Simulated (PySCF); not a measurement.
Isomers of C5H9ClO, one GFN2-xTB conformer each. Single-point energies are computed at PBE0/pcSseg-1 (PySCF, gas phase, no added dispersion term), electronic only.

```csv
SMILES,GFN2-xTB relative energy (kJ/mol)
CC[C@H](C)C(=O)Cl,7.6
CCCCC(=O)Cl,12.8
CO/C=C(/C)CCl,96.1
ClC[C@H]1CCOC1,15.9
CC(C)(C)C(=O)Cl,0.0
C/C=C(/CO)CCl,111.7
CO/C=C/[C@H](C)Cl,89.4
ClCCOC1CC1,116.1
```

Conformers: `[CH3:1][CH2:2][C@H:3]([CH3:4])[C:5](=[O:6])[Cl:7]` with C1–C2–C3–C4 -175°, C2–C3–C5–O6 -119°; `[CH3:1][CH2:2][CH2:3][CH2:4][C:5](=[O:6])[Cl:7]` with C1–C2–C3–C4 180°, C2–C3–C4–C5 180°, C3–C4–C5–O6 0°; `[CH3:1][O:2]/[CH:3]=[C:4](/[CH3:5])[CH2:6][Cl:7]` with C1–O2–C3–C4 -178°, C3–C4–C6–Cl7 106°; `[Cl:1][CH2:2][C@H:3]1[CH2:4][CH2:5][O:6][CH2:7]1` with Cl1–C2–C3–C4 66°, C2–C3–C4–C5 103°, C3–C4–C5–O6 -9°, C4–C5–O6–C7 32°, C5–O6–C7–C3 -41°; `[CH3:1]/[CH:2]=[C:3](/[CH2:4][OH:5])[CH2:6][Cl:7]` with C2–C3–C4–O5 -121°, C3–C4–O5–H 63°, C2–C3–C6–Cl7 -83°; `[CH3:1][O:2]/[CH:3]=[CH:4]/[C@H:5]([CH3:6])[Cl:7]` with C1–O2–C3–C4 2°, C3–C4–C5–C6 -135°; `[Cl:1][CH2:2][CH2:3][O:4][CH:5]1[CH2:6][CH2:7]1` with Cl1–C2–C3–O4 177°, C2–C3–O4–C5 73°, C3–O4–C5–C6 -166°.

**Question.** What does PBE0/pcSseg-1 give for the same structures?

**Answer.** 
```tsv
SMILES	PBE0/pcSseg-1 E (Eh)	PBE0/pcSseg-1 (kJ/mol)	GFN2-xTB (kJ/mol)	point group
CC(C)(C)C(=O)Cl	-730.87050	0.0	0.0	Cs
CCCCC(=O)Cl	-730.86921	3.4	12.8	Cs
CC[C@H](C)C(=O)Cl	-730.86845	5.4	7.6	C1
ClC[C@H]1CCOC1	-730.84407	69.4	15.9	C1
C/C=C(/CO)CCl	-730.82745	113.0	111.7	C1
CO/C=C/[C@H](C)Cl	-730.82317	124.3	89.4	C1
CO/C=C(/C)CCl	-730.82076	130.6	96.1	C1
ClCCOC1CC1	-730.80586	169.7	116.1	C1
```

Both levels put the same isomer lowest; measured from each level's own lowest isomer, the values differ by up to 53.6 kJ/mol (ClCCOC1CC1: 116.1 against 169.7). As drawn, the lowest has a C=O bond and a quaternary carbon, which the highest lacks; the highest has a three-membered ring, which the lowest lacks. Neighbours under 10 kJ/mol apart (CC(C)(C)C(=O)Cl and CCCCC(=O)Cl; CCCCC(=O)Cl and CC[C@H](C)C(=O)Cl; CO/C=C/[C@H](C)Cl and CO/C=C(/C)CCl) can change places with a better method, another conformer or zero-point energy.

**Question.** Which frontier levels, dipoles and rotational constants go with these structures?

**Answer.** 
| SMILES | HOMO (eV, PBE0/pcSseg-1) | LUMO (eV) | dipole (D) | A, B, C (MHz) |
| --- | --- | --- | --- | --- |
| CC(C)(C)C(=O)Cl | -8.34 | -0.91 | 3.09 | 3009, 1754, 1464 |
| CCCCC(=O)Cl | -8.53 | -0.93 | 3.13 | 6633, 786.3, 715.4 |
| CC[C@H](C)C(=O)Cl | -8.33 | -0.94 | 3.12 | 2457, 1668, 1506 |
| ClC[C@H]1CCOC1 | -7.48 | 0.80 | 1.42 | 5035, 1229, 1110 |
| C/C=C(/CO)CCl | -7.38 | -0.45 | 3.18 | 2217, 1637, 1050 |
| CO/C=C/[C@H](C)Cl | -6.80 | 0.17 | 2.53 | 4072, 977.6, 887.3 |
| CO/C=C(/C)CCl | -6.42 | 0.07 | 3.45 | 3277, 1179, 940.3 |
| ClCCOC1CC1 | -7.33 | 0.91 | 1.90 | 6667, 874.8, 809.5 |
